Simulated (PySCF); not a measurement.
H₈PSi₃ (SMILES [SiH2]P([SiH3])[SiH3]), doublet, at a GFN2-xTB geometry; PySCF with M06/STO-3G.

Input for PySCF:
```python
from pyscf import gto, scf, dft

mol = gto.Mole()
mol.atom = '''
    Si   -0.535535    1.956597   -0.184336
    P    -0.182971   -0.034554    0.705854
    Si    1.951197   -0.441714    0.238647
    Si   -1.280427   -1.379528   -0.680484
    H    -1.971151    2.238382   -0.070046
    H     0.197300    2.938481    0.622512
    H     2.244489   -1.787097    0.725983
    H     2.725045    0.566560    0.957287
    H     2.221699   -0.353816   -1.197990
    H    -2.682846   -0.979430   -0.606035
    H    -0.795640   -1.255988   -2.056867
    H    -1.087626   -2.743759   -0.196230
'''
mol.basis = 'sto-3g'
mol.charge = 0
mol.spin = 1
mol.verbose = 4
mol.build()

mf = dft.UKS(mol)
mf.xc = 'm06'
mf.kernel()
```

What the program printed (banner, timings and long lists left out):

```
PySCF version 2.14.0

[INPUT] verbose = 4
[INPUT] num. atoms = 12
[INPUT] num. electrons = 65
[INPUT] charge = 0
[INPUT] spin (= nelec alpha-beta = 2S) = 1
[INPUT] symmetry False subgroup None
[INPUT] Mole.unit = angstrom
[INPUT] Symbol           X                Y                Z      unit          X                Y                Z       unit  Magmom
[INPUT]  1 Si    -0.535535000000   1.956597000000  -0.184336000000 AA   -1.012014480119   3.697432466146  -0.348344554898 Bohr   0.0
[INPUT]  2 P     -0.182971000000  -0.034554000000   0.705854000000 AA   -0.345765078738  -0.065297596508   1.333870743929 Bohr   0.0
[INPUT]  3 Si     1.951197000000  -0.441714000000   0.238647000000 AA    3.687227945073  -0.834718485386   0.450977470449 Bohr   0.0
[INPUT]  4 Si    -1.280427000000  -1.379528000000  -0.680484000000 AA   -2.419656352498  -2.606930101169  -1.285928392149 Bohr   0.0
[INPUT]  5 H     -1.971151000000   2.238382000000  -0.070046000000 AA   -3.724935540163   4.229928942156  -0.132367756121 Bohr   0.0
[INPUT]  6 H      0.197300000000   2.938481000000   0.622512000000 AA    0.372842964377   5.552924312238   1.176377189255 Bohr   0.0
[INPUT]  7 H      2.244489000000  -1.787097000000   0.725983000000 AA    4.241469499599  -3.377123888032   1.371909041090 Bohr   0.0
[INPUT]  8 H      2.725045000000   0.566560000000   0.957287000000 AA    5.149588727115   1.070643233134   1.809010252607 Bohr   0.0
[INPUT]  9 H      2.221699000000  -0.353816000000  -1.197990000000 AA    4.198402641220  -0.668615338489  -2.263872999968 Bohr   0.0
[INPUT] 10 H     -2.682846000000  -0.979430000000  -0.606035000000 AA   -5.069844174385  -1.850854458183  -1.145240171901 Bohr   0.0
[INPUT] 11 H     -0.795640000000  -1.255988000000  -2.056867000000 AA   -1.503541693749  -2.373473335740  -3.886915304656 Bohr   0.0
[INPUT] 12 H     -1.087626000000  -2.743759000000  -0.196230000000 AA   -2.055315265956  -5.184953061811  -0.370820957423 Bohr   0.0

nuclear repulsion = 334.620349059669
number of shells = 28
number of NR pGTOs = 132
number of NR cGTOs = 44
basis = sto-3g
ecp = {}

******** <class 'pyscf.dft.uks.UKS'> ********
method = UKS
initial guess = minao
damping factor = 0
level_shift factor = 0
DIIS = <class 'pyscf.scf.diis.CDIIS'>
diis_start_cycle = 1
diis_space = 8
diis_damp = 0
SCF conv_tol = 1e-09
SCF conv_tol_grad = None
SCF max_cycles = 50
direct_scf = True
direct_scf_tol = 1e-13
number electrons alpha = 33  beta = 32
XC library pyscf.dft.libxc version 7.1.2
    S. Lehtola, C. Steigemann, M. J. T. Oliveira, and M. A. L. Marques,  SoftwareX 7, 1–5 (2018)
XC functionals = m06
    Y. Zhao and D. G. Truhlar,  Theor. Chem. Acc. 120, 215 (2008)
    Y. Zhao and D. G. Truhlar,  Theor. Chem. Acc. 120, 215 (2008)
radial grids:
    Treutler-Ahlrichs [JCP 102, 346 (1995); DOI:10.1063/1.469408] (M4) radial grids

becke partition: Becke, JCP 88, 2547 (1988); DOI:10.1063/1.454033
pruning grids: <function nwchem_prune>
grids dens level: 3
symmetrized grids: False
atomic radii adjust function: <function treutler_atomic_radii_adjust>
small_rho_cutoff = 0
Set gradient conv threshold to 3.16228e-05
tot grids = 155184
init E= -1199.78845344903

cycle= 1 E= -1200.46158268557  delta_E= -0.673  |g|= 0.153  |ddm|= 2.74
cycle= 2 E= -1200.45850534547  delta_E= 0.00308  |g|= 0.171  |ddm|= 0.645
cycle= 3 E= -1200.48413642954  delta_E= -0.0256  |g|= 0.0207  |ddm|= 0.377
cycle= 4 E= -1200.4845519613  delta_E= -0.000416  |g|= 0.00478  |ddm|= 0.0545
cycle= 5 E= -1200.48459102746  delta_E= -3.91e-05  |g|= 0.00103  |ddm|= 0.0195
cycle= 6 E= -1200.48459341624  delta_E= -2.39e-06  |g|= 0.00036  |ddm|= 0.00507
cycle= 7 E= -1200.48459365109  delta_E= -2.35e-07  |g|= 7.62e-05  |ddm|= 0.00158
cycle= 8 E= -1200.48459366297  delta_E= -1.19e-08  |g|= 1.72e-05  |ddm|= 0.000337
cycle= 9 E= -1200.48459366354  delta_E= -5.76e-10  |g|= 2.77e-06  |ddm|= 7.75e-05
Extra cycle  E= -1200.48459366356  delta_E= -1.75e-11  |g|= 1.28e-06  |ddm|= 1.09e-05
converged SCF energy = -1200.48459366356  <S^2> = 0.75085995  2S+1 = 2.0008598
```
